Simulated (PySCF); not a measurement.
# CsPb⁺: frontier orbitals

TPSS at R = 4.345 Å; PySCF, scalar-relativistic core potentials, basis sets Cs def2-SVPD with ECP46, Pb def2-SVPD with ECP60. State: ³Π (triplet), unpaired electrons σ ↑, π ↑. Only the outer orbitals are listed, counted within each symmetry, core potentials removing the inner ones.

```json
{"spin": "α", "orbital": "3π", "occ.": "1", "ε (eV)": "-18.31", "on Cs (%)": "100", "main shells (%)": "100 Cs p"}
{"spin": "α", "orbital": "3π", "occ.": "1", "ε (eV)": "-18.30", "on Cs (%)": "100", "main shells (%)": "100 Cs p"}
{"spin": "α", "orbital": "5σ", "occ.": "1", "ε (eV)": "-18.27", "on Cs (%)": "99", "main shells (%)": "99 Cs p"}
{"spin": "α", "orbital": "6σ", "occ.": "1", "ε (eV)": "-15.83", "on Cs (%)": "0", "main shells (%)": "100 Pb s"}
{"spin": "α", "orbital": "7σ", "occ.": "1", "ε (eV)": "-7.65", "on Cs (%)": "7", "main shells (%)": "92 Pb p"}
{"spin": "α", "orbital": "4π", "occ.": "1", "ε (eV)": "-7.27", "on Cs (%)": "1", "main shells (%)": "98 Pb p"}
{"spin": "α", "orbital": "4π", "occ.": "0", "ε (eV)": "-7.07", "on Cs (%)": "2", "main shells (%)": "98 Pb p"}
{"spin": "α", "orbital": "8σ", "occ.": "0", "ε (eV)": "-4.97", "on Cs (%)": "95", "main shells (%)": "94 Cs s"}
{"spin": "α", "orbital": "9σ", "occ.": "0", "ε (eV)": "-3.26", "on Cs (%)": "87", "main shells (%)": "56 Cs p, 28 Cs d, 13 Pb s"}
{"spin": "β", "orbital": "3π", "occ.": "1", "ε (eV)": "-18.30", "on Cs (%)": "100", "main shells (%)": "100 Cs p"}
{"spin": "β", "orbital": "3π", "occ.": "1", "ε (eV)": "-18.29", "on Cs (%)": "100", "main shells (%)": "100 Cs p"}
{"spin": "β", "orbital": "5σ", "occ.": "1", "ε (eV)": "-18.24", "on Cs (%)": "100", "main shells (%)": "100 Cs p"}
{"spin": "β", "orbital": "6σ", "occ.": "1", "ε (eV)": "-14.70", "on Cs (%)": "0", "main shells (%)": "100 Pb s"}
{"spin": "β", "orbital": "4π", "occ.": "0", "ε (eV)": "-6.43", "on Cs (%)": "2", "main shells (%)": "97 Pb p"}
{"spin": "β", "orbital": "7σ", "occ.": "0", "ε (eV)": "-6.35", "on Cs (%)": "20", "main shells (%)": "78 Pb p, 16 Cs s"}
{"spin": "β", "orbital": "4π", "occ.": "0", "ε (eV)": "-5.88", "on Cs (%)": "4", "main shells (%)": "95 Pb p"}
```

Problem. Which are the highest filled and the lowest empty level, where do they sit, and how wide is the gap?

Solution. Highest filled α 4π at -7.27 eV (in %: 98 Pb p); lowest empty α 4π at -7.07 eV (in %: 98 Pb p); the gap at TPSS is 0.20 eV. Both belong to one degenerate shell, split only by its one-sided filling, so this is no excitation gap.

```
bond order (Mayer)                                                                                                 : 0.14
⟨S²⟩                                                                                                               : 2.002
charge on Cs (Mulliken, basis-dependent)                                                                           : 0.93
charge on Cs (Löwdin, basis-dependent)                                                                             : 0.79
dipole moment (positive dipole points towards Pb; it is taken about the centre of mass and depends on that origin) : -9.69 D
```

Spin–orbit coupling is left out, which matters for elements this heavy, above all for dissociation energies. The state was picked by a PBE0 search and need not be the measured ground state.
